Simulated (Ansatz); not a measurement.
A geometry relaxed with B3LYP-D3(BJ)/def2-TZVP run with Ansatz (an electronic-structure program), charge 0, multiplicity 2:

```xyz
9

H      2.3300    -1.2014     0.7119
H      2.7467     0.5120    -0.9391
H     -2.6329    -0.4041     1.0265
Si     1.9337     0.1596     0.2526
Si    -1.9320    -0.1610    -0.2613
H     -2.3289     1.1831    -0.7670
H     -2.3977    -1.1864    -1.2295
H      2.2618     1.1327     1.3269
B      0.0193    -0.0343    -0.1211
```

Question: Write the SMILES of this molecule.

Answer: `[SiH3][B][SiH3]`
